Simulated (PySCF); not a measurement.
## Correlation energy of S⁻ (sulfur, charge -1)

[Ne] 3s2 3p5, 2P determinant. Calculation: PySCF 2.14, in aug-cc-pVDZ-DK (5s4p2d, 27 functions); scalar relativity by spin-free X2C-1e. Frozen: [Ne]; 7 electrons correlated.

| level | correlation energy (mhartree) |
| --- | --- |
| CCSD | -139.69 |
| (T) | -3.91 |
| CCSD(T) | -143.60 |
| CCSDT | -144.24 |

Diagnostics: T1 = 0.013, D1 = 0.0239, largest double amplitude 0.038.

Question: Is a single reference adequate?

Answer: Yes: T1 lies below 0.03 and no double amplitude reaches 0.07.
